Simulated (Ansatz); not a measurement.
WS4. Total charge 0; quintet. Geometry PBE-D4/def2-SVP; atoms count from 1.

```xyz
5

W     0.027   -0.184    0.217
S    -1.439   -1.368    1.416
S     1.776   -0.973    1.361
S    -0.266    2.038   -0.833
S    -0.099    0.487   -2.162
```

In the def2 sets W takes a core potential; there is no spin–orbit coupling. At PBE0-D4/def2-TZVP a broken-symmetry singlet of charge 0 lies 2.30 eV below the quintet, each at its own geometry. The structure comes from a short search, and lower isomers may exist.

(1) Estimate the Mulliken populations from the PBE0/def2-TZVP orbitals of Ansatz.

(2) Where does the spin sit?

(3) And the Mayer bond orders between heavy atoms (over 0.3)?

## Answers

(1) 
```json
{"atom": "W1", "charge (e)": "0.74", "spin (α − β)": "1.65", "d electrons": "4.26"}
{"atom": "S2", "charge (e)": "-0.27", "spin (α − β)": "0.69", "d electrons": "–"}
{"atom": "S3", "charge (e)": "-0.27", "spin (α − β)": "0.69", "d electrons": "–"}
{"atom": "S4", "charge (e)": "-0.10", "spin (α − β)": "0.49", "d electrons": "–"}
{"atom": "S5", "charge (e)": "-0.10", "spin (α − β)": "0.49", "d electrons": "–"}
```
Mulliken values depend strongly on the basis.

(2) Summed by element: W 1.65, S 2.35, of 4 unpaired in all. Largest on single atoms: W1 1.65, S2 0.69, S3 0.69.

(3) W1–S2 1.69 (2.23 Å); W1–S3 1.69 (2.23 Å); W1–S4 0.68 (2.47 Å); W1–S5 0.68 (2.48 Å); S4–S5 1.49 (2.05 Å).
